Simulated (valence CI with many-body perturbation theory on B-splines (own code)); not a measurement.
## Er³⁵⁺: electric-dipole lines

Method: relativistic CI+MBPT: five valence electrons over a frozen Dirac-Fock core [Ar] 3d10, a basis of 11 s, 11 p, 10 d, 8 f, 5 g, 2 h functions for each j, with the one-electron correlation potential Σ1, the two-electron term Σ2, the three-electron term Σ3, Breit, model QED; selected CI, second order for the rest, scaled by the run's own slope (own B-spline code, finite nucleus).

No measured spectrum was set against this ion. As an estimate, large intervals hold to a few tenths of a per cent, small ones and those within an open d or f shell to about a per cent. Among the levels kept, up to 2100 cm⁻¹ of a level comes from second order outside the variational space, and about a tenth of that is noise between levels of different J, which matters for small intervals.

Lines 151 to 200 of 562 in falling wavelength, among levels below 421.51 eV, chosen from the strongest by gf and those to the six lowest levels. Wavelengths and rates use the calculated energies. Electric multipoles are in the length gauge, E1 and E2 with the static RPA response of the core. Weak lines are less certain than strong ones. Lines between different terms over intervals too small for the method are left out, as are lines whose strength nearly cancels. Where a level lies close to another of its J and parity, the split of strength between their lines is uncertain. The highest levels of a list are the least certain.

Levels are named by their leading jj configuration (3d3/2^4 stands for four electrons in 3d with j = 3/2), which in mixed levels can hold well under half, so a name can repeat and another be missing. Letters in brackets count levels of one name in rising energy.

```csv
λ vac (Å),Upper,Lower,A (s⁻¹),log gf,Branch %
81.18,(4s^2 4p1/2 4d5/2^2) J=5/2,(4s^2 4p1/2 4p3/2 4d5/2) J=5/2 [b],3.31e+10,-0.71,5.0
81.11,(4s 4p1/2 4p3/2^2 4d3/2) J=7/2 [c],(4s^2 4p1/2 4p3/2 4d3/2) J=5/2 [a],3.66e+10,-0.54,6.0
81.08,(4s^2 4p3/2^2 4f5/2) J=1/2,(4s^2 4p3/2^2 4d3/2) J=1/2,6.54e+10,-0.89,8.8
81.06,(4s 4p1/2 4p3/2^2 4d5/2) J=7/2 [c],(4s^2 4p1/2 4p3/2 4d5/2) J=7/2 [a],2.42e+10,-0.72,15.5
80.84,(4s^2 4p1/2^2 4d5/2) J=5/2,(4s^2 4p1/2^2 4p3/2) J=3/2,1.97e+11,0.06,98.1
80.81,(4s 4p1/2^2 4p3/2^2) J=3/2,(4s^2 4p1/2^2 4p3/2) J=3/2,2.54e+11,0.00,90.2
80.79,(4s^2 4p1/2 4d3/2^2) J=3/2,(4s^2 4p1/2 4p3/2 4d3/2) J=1/2 [a],6.10e+10,-0.62,6.9
80.77,(4s 4p1/2 4p3/2^2 4d3/2) J=7/2 [d],(4s^2 4p1/2 4p3/2 4d3/2) J=5/2 [a],1.81e+10,-0.85,6.3
80.76,(4s 4p1/2 4p3/2^2 4d3/2) J=5/2 [d],(4s^2 4p1/2 4p3/2 4d3/2) J=5/2 [a],9.48e+10,-0.25,35.5
80.75,(4s^2 4p3/2 4d3/2 4d5/2) J=7/2 [b],(4s^2 4p3/2^2 4d3/2) J=7/2,1.01e+11,-0.10,8.2
80.70,(4s 4p1/2 4p3/2^2 4d5/2) J=5/2 [a],(4s^2 4p1/2 4p3/2 4d3/2) J=7/2,9.89e+10,-0.24,23.8
80.67,(4s 4p1/2 4p3/2^2 4d5/2) J=5/2 [a],(4s 4p1/2 4p3/2^3) J=3/2,3.75e+10,-0.66,9.0
80.61,(4s 4p1/2 4p3/2^2 4d5/2) J=1/2 [b],(4s 4p1/2 4p3/2^3) J=3/2,7.16e+10,-0.86,18.9
80.58,(4s 4p1/2^2 4p3/2 4d5/2) J=3/2 [b],(4s 4p1/2^2 4p3/2^2) J=1/2,1.31e+11,-0.29,38.1
80.53,(4s^2 4p3/2 4d3/2 4d5/2) J=5/2 [b],(4s^2 4p3/2^2 4d5/2) J=7/2,2.35e+10,-0.86,2.2
80.49,(4s^2 4p1/2 4d5/2^2) J=9/2,(4s^2 4p1/2 4p3/2 4d5/2) J=9/2,9.20e+10,-0.05,53.4
80.48,(4s 4p1/2^2 4p3/2 4d5/2) J=3/2 [a],(4s^2 4p1/2^2 4d3/2) J=3/2,5.77e+09,-1.65,4.9
80.47,(4s 4p1/2 4p3/2^2 4d5/2) J=5/2 [d],(4s 4p1/2 4p3/2^3) J=5/2,6.39e+10,-0.43,20.9
80.34,(4s 4p1/2 4p3/2^2 4d5/2) J=9/2 [c],(4s^2 4p1/2 4p3/2 4d5/2) J=9/2,9.77e+10,-0.02,50.6
80.34,(4s^2 4p1/2 4p3/2 4f5/2) J=1/2,(4s^2 4p1/2 4p3/2 4d5/2) J=3/2 [b],1.11e+11,-0.67,13.7
80.33,(4s 4p1/2 4p3/2^2 4d5/2) J=5/2 [f],(4s^2 4p1/2 4p3/2 4d3/2) J=5/2 [b],3.00e+10,-0.76,4.1
80.31,(4s 4p1/2 4p3/2^2 4d5/2) J=5/2 [h],(4s^2 4p1/2 4p3/2 4d5/2) J=5/2 [a],2.72e+10,-0.80,3.8
80.27,(4s^2 4p1/2 4d5/2^2) J=5/2,(4s^2 4p1/2 4p3/2 4d5/2) J=3/2 [b],7.21e+10,-0.38,10.9
80.18,(4s 4p1/2 4p3/2^2 4d5/2) J=5/2 [e],(4s^2 4p1/2 4p3/2 4d5/2) J=7/2 [a],4.31e+10,-0.60,7.5
80.16,(4s^2 4p3/2 4d3/2 4d5/2) J=5/2 [b],(4s^2 4p3/2^2 4d3/2) J=5/2,2.76e+10,-0.80,2.6
80.14,(4s^2 4p1/2 4p3/2 4f7/2) J=7/2 [a],(4s^2 4p1/2 4p3/2 4d5/2) J=5/2 [b],2.44e+10,-0.73,3.4
80.10,(4s^2 4p1/2 4p3/2 4d5/2) J=5/2 [a],(4s^2 4p1/2 4p3/2^2) J=5/2,1.33e+11,-0.12,29.0
80.08,(4s^2 4p1/2 4p3/2 4d5/2) J=3/2 [a],(4s^2 4p1/2 4p3/2^2) J=3/2,2.14e+11,-0.08,85.6
80.03,(4s 4p3/2^3 4d5/2) J=3/2,(4s^2 4p3/2^2 4d3/2) J=5/2,3.01e+10,-0.94,8.1
79.97,(4s 4p1/2^2 4p3/2 4d3/2) J=1/2 [b],(4s^2 4p1/2^2 4d3/2) J=3/2,2.34e+11,-0.35,86.0
79.92,(4s 4p1/2 4p3/2^2 4d5/2) J=1/2 [d],(4s 4p1/2 4p3/2^3) J=1/2,1.80e+11,-0.46,26.1
79.90,(4s^2 4p1/2 4d3/2 4d5/2) J=3/2 [a],(4s 4p1/2 4p3/2^3) J=3/2,6.50e+10,-0.60,11.5
79.87,(4s 4p1/2 4p3/2^2 4d5/2) J=7/2 [f],(4s^2 4p1/2 4p3/2 4d5/2) J=9/2,1.03e+11,-0.10,29.6
79.81,(4s^2 4p1/2 4p3/2 4f5/2) J=7/2 [b],(4s^2 4p1/2 4p3/2 4d5/2) J=5/2 [a],6.34e+10,-0.31,7.6
79.80,(4s 4p1/2^2 4p3/2 4d5/2) J=5/2 [a],(4s^2 4p1/2^2 4d3/2) J=3/2,6.22e+08,-2.45,0.4
79.79,(4s^2 4p3/2 4d3/2 4d5/2) J=5/2 [b],(4s^2 4p3/2^2 4d3/2) J=3/2 [a],1.17e+11,-0.17,11.0
79.79,(4s^2 4p1/2 4d3/2^2) J=1/2,(4s^2 4p1/2 4p3/2 4d3/2) J=1/2 [a],1.20e+11,-0.64,19.9
79.74,(4s^2 4p1/2 4p3/2 4f5/2) J=5/2 [b],(4s^2 4p1/2 4p3/2 4d5/2) J=7/2 [b],4.83e+10,-0.56,5.1
79.73,(4p1/2^2 4p3/2^3) J=3/2,(4s 4p1/2^2 4p3/2^2) J=3/2,3.19e+11,0.08,68.6
79.69,(4s^2 4p1/2 4d3/2 4d5/2) J=3/2 [b],(4s^2 4p1/2 4p3/2 4d3/2) J=3/2 [b],4.97e+10,-0.72,6.6
79.63,(4s^2 4p1/2 4d5/2^2) J=1/2,(4s^2 4p1/2 4p3/2 4d5/2) J=1/2,1.49e+11,-0.55,15.0
79.59,(4s^2 4p3/2 4d3/2 4d5/2) J=1/2,(4s^2 4p3/2^2 4d3/2) J=3/2 [a],2.86e+11,-0.27,22.4
79.52,(4s 4p1/2^2 4p3/2 4d5/2) J=5/2 [b],(4s 4p1/2^2 4p3/2^2) J=3/2,2.13e+11,0.08,57.6
79.49,(4s 4p1/2^2 4p3/2 4d5/2) J=5/2 [b],(4s^2 4p1/2^2 4d5/2) J=5/2,1.07e+11,-0.21,29.0
79.45,(4s^2 4p1/2 4d5/2^2) J=5/2,(4s^2 4p1/2 4p3/2 4d5/2) J=7/2 [b],2.24e+11,0.10,33.9
79.42,(4s^2 4p1/2 4d3/2^2) J=1/2,(4s^2 4p1/2 4p3/2 4d3/2) J=3/2 [a],9.79e+10,-0.73,16.3
79.41,(4s 4p1/2 4p3/2^2 4d5/2) J=3/2 [a],(4s 4p1/2 4p3/2^3) J=3/2,1.16e+11,-0.36,24.6
79.33,(4s 4p1/2^2 4p3/2 4d5/2) J=7/2 [a],(4s 4p1/2^2 4p3/2^2) J=5/2,1.90e+11,0.16,87.3
79.29,(4s^2 4p1/2 4d3/2 4d5/2) J=3/2 [b],(4s^2 4p1/2 4p3/2 4d3/2) J=1/2 [b],4.73e+10,-0.75,6.3
79.25,(4s^2 4p3/2 4d3/2 4d5/2) J=7/2 [b],(4s^2 4p3/2^2 4d5/2) J=7/2,1.10e+11,-0.08,9.0
```
